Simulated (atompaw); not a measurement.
## Which change was made? (Nb, PAW (atompaw))

Nb, PAW, made with atompaw 4.2.0.5 (PBE, scalar-relativistic). Core [Ar] 3d10, reference 4s2 4p6 4d4 5s0 5p0 (charge +1). Waves: 4s (bound); 5s (bound, empty); 4p (bound); 5p (bound, empty); 4d (bound); 4d channel at 0.55 Ry. Local part: troulliermartins scheme with l = 3 at 0 Ry, radius 1.70 bohr. Core correction: smooth core density matched at 1.85 bohr. Augmentation charge: sinc compensation charge, radius 1.95 bohr; PAW radius 2.60 bohr; waves and projectors: bloechl.

Cutoffs, loose and tight: the cutoffs (Ry, on a coarse ladder) from which the occupation-weighted sum of valence levels, in a spherical-Bessel basis at the reference potential, stays within 10 and 1 mRy of its value at 400 Ry. They see the waves, projectors and local potential, not the compensation charge or the core.

The base gives: outcome: generated, no UPF (negative core plus compensation charge); cutoff, loose: 90 Ry; cutoff, tight: 110 Ry; bound ghosts: none.

After one change the result is: outcome: generated, no UPF (negative core plus compensation charge); cutoff, loose: 180 Ry; cutoff, tight: 230 Ry; bound ghosts: s. Which change was it?
A. waves 4s (bound): rc 2.10 bohr; 5s (bound): rc 2.60 bohr; 4p (bound): rc 2.20 bohr; 5p (bound): rc 2.60 bohr; 4d (bound): rc 2.60 bohr; 4d channel at 0.55 Ry: rc 2.60 bohr; augmentation sinc compensation charge, radius 1.95 bohr; PAW radius 2.60 bohr; waves and projectors: custom rrkj gramschmidtortho
B. all radii scaled by about 1.08 (s 2.26, p 2.38, d 2.80 bohr); local potential troulliermartins scheme with l = 3 at 0 Ry, radius 1.84 bohr; augmentation sinc compensation charge, radius 2.10 bohr; PAW radius 2.80 bohr; waves and projectors: bloechl; core correction smooth core density matched at 2.00 bohr
C. local potential troulliermartins scheme with l = 3 at 0 Ry, radius 1.32 bohr

C. The others give: all radii scaled by about 1.08 (s 2.26, p 2.38, d 2.80 bohr); local potential troulliermartins scheme with l = 3 at 0 Ry, radius 1.84 bohr; augmentation sinc compensation charge, radius 2.10 bohr; PAW radius 2.80 bohr; waves and projectors: bloechl; core correction smooth core density matched at 2.00 bohr → outcome: generated, no UPF (negative core plus compensation charge); cutoff, loose: 70 Ry; cutoff, tight: 100 Ry; bound ghosts: none | waves 4s (bound): rc 2.10 bohr; 5s (bound): rc 2.60 bohr; 4p (bound): rc 2.20 bohr; 5p (bound): rc 2.60 bohr; 4d (bound): rc 2.60 bohr; 4d channel at 0.55 Ry: rc 2.60 bohr; augmentation sinc compensation charge, radius 1.95 bohr; PAW radius 2.60 bohr; waves and projectors: custom rrkj gramschmidtortho → outcome: failed: atompaw: The overlap operator has at least one negative eigenvalue!.
